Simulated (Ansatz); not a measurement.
Gas-phase electronic energies from Ansatz, PBE0-D4/def2-TZVP geometries. CBS: MP2 limit from def2 TZ/QZ plus the TZ coupled-cluster correction, frozen cores. This one scheme is used for every species. DFT in def2-TZVPP. B3LYP here is the variant with VWN-RPA as its local correlation; programs differ in this. For Ge outer-core shells are correlated without core-valence functions, which leaves a few kJ/mol of doubt a bond. Scalar relativity is left out up to krypton. One conformer a species, not always the lowest.

Consider the ligand exchange at a Ge–O bond: `C[O][GeH]([NH2])[Cl]` + H–F → `[NH2][GeH]([F])[Cl]` + CH₃OH.

`C[O][GeH]([NH2])[Cl]`:

```xyz
11

C    -1.569   -0.230    0.858
O    -0.941    0.769    0.080
Ge    0.806    0.685   -0.134
N     1.192   -0.875   -0.977
Cl    1.218    2.440   -1.304
H    -2.645   -0.052    0.812
H    -1.259   -0.184    1.909
H    -1.364   -1.237    0.478
H     1.585    0.766    1.184
H     0.804   -0.962   -1.907
H     2.172   -1.120   -0.999
```

H–F:

Z-matrix (Å, degrees):
```
F
H 1 0.920
```

`[NH2][GeH]([F])[Cl]`:

Cartesian coordinates in Å:
```
N 0.444 -1.088 -0.171
Ge -0.386 0.461 0.231
F 0.736 1.760 0.502
Cl -1.501 1.038 -1.490
H 0.879 -1.115 -1.082
H 1.083 -1.435 0.529
H -1.255 0.380 1.481
```

CH₃OH:

Cartesian coordinates in Å:
```
C 0.157 -0.211 -0.240
O -0.589 0.888 0.230
H 0.199 -0.127 -1.327
H -0.311 -1.171 0.009
H 1.185 -0.212 0.141
H -0.641 0.834 1.186
```

| level | ΔE (kcal/mol) | difference from CCSD(T)/CBS |
| --- | --- | --- |
| PBE-D4 | -8.0 | -1.7 |
| ωB97M-V | -8.5 | -2.2 |
| B2PLYP | -8.7 | -2.4 |
| PBE0 | -9.0 | -2.7 |
| B3LYP | -10.3 | -4.0 |
| HF/def2-TZVPP | -10.8 | -4.5 |
| SCS-MP2/def2-TZVPP | -6.9 | -0.6 |
| CCSD/def2-TZVPP | -7.0 | -0.7 |
| CCSD(T)/def2-TZVPP | -6.4 | -0.1 |
| MP2/CBS(def2) | -5.5 | 0.8 |
| CCSD(T)/CBS | -6.3 | 0 |

Largest T1 diagnostic among the species: 0.011.

The D4 term adds +2.1 kcal/mol with B3LYP and +1.2 kcal/mol with PBE0; it sums over pairs of atoms, weighted by their polarisabilities, and B3LYP, whose exchange is more repulsive, gets the larger term. In def2-TZVPP, CCSD(T) changes the Hartree–Fock value by +4.4 kcal/mol (the triples alone add +0.6 kcal/mol) and MP2 by +5.2 kcal/mol.
